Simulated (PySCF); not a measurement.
As (arsenic, neutral): r2SCAN calculation

Configuration: [Ar] 3d10 4s1 4p3 5s1, high-spin 6S determinant (an excited configuration). Computed with PySCF 2.14 in x2c-QZVPPall with one added diffuse shell each of s, p, d, f type (12s9p6d5f1g, 113 functions), with scalar relativity by spin-free X2C-1e.

```json
{"Total energy": "-2260.287 hartree", "One-electron energy": "-3138.893 hartree", "Hartree (Coulomb) energy": "962.867 hartree", "Exchange-correlation energy": "-84.260 hartree", "⟨S²⟩": "8.7521", "⟨L²⟩": "0.000", "Sum of ⟨r⟩": "27.29 bohr", "Sum of ⟨r²⟩": "63.68 bohr²", "Langevin diamagnetic susceptibility": "-50.4 ×10⁻⁶ cm³/mol", "Time after the integrals": "roughly 6 core-seconds"}
```

| shell | electrons | mean orbital energy (eV) | rms radius, mean of both spins (bohr) |
| --- | --- | --- | --- |
| 1s α | 1 | -11744.5 | 0.0525 |
| 1s β | 1 | -11744.2 | 0.0525 |
| 2s α | 1 | -1503.7 | 0.220 |
| 2s β | 1 | -1503.6 | 0.220 |
| 2p α | 3 | -1317.3 | 0.196 |
| 2p β | 3 | -1317.1 | 0.196 |
| 3s α | 1 | -201.25 | 0.641 |
| 3s β | 1 | -200.96 | 0.641 |
| 3p α | 3 | -142.85 | 0.668 |
| 3p β | 3 | -142.49 | 0.668 |
| 3d α | 5 | -47.310 | 0.758 |
| 3d β | 5 | -46.660 | 0.758 |
| 4s α | 1 | -21.281 | 1.99 |
| 4p α | 3 | -10.594 | 2.45 |
| 5s α | 1 | -1.922 | 5.67 |

The outer electron is Rydberg-like, and this basis confines it to a smaller radius and binds it less than a complete one would.

Densities and radii are taken from the X2C orbitals without a picture-change correction, which distorts them close to the nucleus.
